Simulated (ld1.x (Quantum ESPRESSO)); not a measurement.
**Si (Z = 14): excitation energies, all-electron against TM semilocal**

```json
{"Element": "Si", "Generator": "ld1.x (Quantum ESPRESSO) 7.5", "Type": "norm-conserving Troullier–Martins (semilocal form)", "Functional": "PBE", "Relativity": "scalar-relativistic", "Frozen core": "[Ne]", "Valence charge": "4", "Reference configuration": "3s2 3p2", "Partial waves": "3s (bound): rc 1.25 bohr; 3p (bound): rc 2.40 bohr", "Local potential": "the p channel", "Core correction": "a·sin(br)/r model core inside 0.85 bohr"}
```

Energies are relative to the spin-unpolarised reference configuration 3s2 3p2; without spin polarisation the order of configurations can differ from experiment.

```tsv
valence configuration	charge	ΔE all-electron (eV)	error AE − PS (meV)
3s2 3p1	+1	7.740	+2.6
3s1 3p0	+3	57.704	+66
3s0 3p4	0	13.778	-14
3s2 3p2.3	-0.3	-0.930	+0.1
3s1 3p2	+1	15.171	+3.6
3s2 3p1.5	+0.5	2.921	+0.4
```

Problem. What are ΔE and the potential's error for 3s2 3p0?

Solution. ΔE = 23.733 eV all-electron; the error (AE − PS) is +20 meV.
